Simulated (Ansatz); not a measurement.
`BCBO`. The species carries charge 0 and has multiplicity 1.

```xyz
10

B    -1.351    0.360    0.525
C     0.192    0.355    0.571
B     0.705   -0.076   -0.859
O     1.279   -1.276   -1.101
H    -1.991   -0.503    1.055
H    -1.935    1.207   -0.089
H     0.614   -0.272    1.360
H     0.546    1.391    0.666
H     0.601    0.651   -1.805
H     1.340   -1.837   -0.322
```

List the harmonic frequencies (cm⁻¹, unscaled) at PBE0-D4/def2-TZVP in Ansatz. (Estimate.)

Ansatz gave: 63, 199, 234, 410, 628, 693, 797, 841, 922, 957, 1037, 1059, 1081, 1133, 1185, 1254, 1379, 1430, 2572, 2621, 2651, 3027, 3106, 3858.

Is this a minimum?

Yes, all 24 modes are real.

Give the ideal-gas thermochemistry at 298.15 K and 1 bar (rigid rotor, harmonic oscillator; point group C1, symmetry number 1).

Zero-point energy 198.2 kJ/mol; H(298) − E = 215.6 kJ/mol; entropy 306.6 J/(mol·K), of which translation 159.0, rotation 101.5, vibration 46.1; G(298) − E = 124.1 kJ/mol. Modes under 100 cm⁻¹ are hindered rotations or soft bends, so the harmonic entropy is rough.

And at 400, 500, 600, 800 and 1000 K?


```
T (K)  H − E (kJ/mol)  S (J/mol/K)  G − E (kJ/mol)
  400           225.5        335.2            91.4
  500           237.2        361.3            56.6
  600           250.5        385.5            19.3
  800           280.8        428.8           -62.3
 1000           314.7        466.6          -151.9
```
